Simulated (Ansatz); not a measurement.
System: CH$_{6}$BO$_{2}$Si, charge 0, multiplicity 2. It need not be the lowest isomer of its formula. 
Structure (B3LYP-D3(BJ)/def2-TZVP (Ansatz, an electronic-structure program) minimum search):
```
Si
H 1 1.4904
C 1 1.8813 2 111.88
H 3 1.0906 1 109.95 2 179.72
H 3 1.0909 4 108.53 1 -122.23
H 3 1.0933 4 108.00 5 -116.82
B 1 2.0086 2 113.99 3 136.18
O 7 1.3649 1 117.91 2 -158.73
H 8 0.9666 7 112.62 1 -177.03
O 7 1.3731 8 117.74 9 -0.10
H 10 0.9609 7 114.69 8 179.23
```
Charge 0, spin multiplicity 2.

Total electronic energies in hartree. Valence correlation only, unless marked. UHF or UKS for open shells. No spin-orbit coupling. Non-relativistic unless marked X2C. CBS marks a two-point X^-3 extrapolation of the correlation energy; Hartree-Fock from the larger set.

| level | program | energy (Eh) |
|---|---|---|
| HSE06-D4/def2-TZVPD | Ansatz + dftd4 | ___ |
| B2PLYP-D3(BJ)/def2-TZVPD | Ansatz + dftd3 | ___ |
| RPA@PBE/cc-pV(T+d)Z | Ansatz | -506.23525 |
| MP2/6-31G | Ansatz | -505.06562 |
| SCS-MP2/cc-pV(D+d)Z | Ansatz | -505.47098 |
| CCSD/cc-pV(T+d)Z | Ansatz | -505.77985 |
| CCSD(T)/6-31G | Ansatz | -505.11155 |
| X2C-CCSD(T)/cc-pVTZ-DK | Ansatz | -506.53858 |
| CCSD(T)/CBS(cc-pV(T+d)Z,cc-pV(Q+d)Z) | Ansatz | -505.9346 |

Problem. Some entries are withheld; supply them.

Solution. 
- HSE06-D4/def2-TZVPD, energy (Eh): -506.29659
- B2PLYP-D3(BJ)/def2-TZVPD, energy (Eh): -506.39460
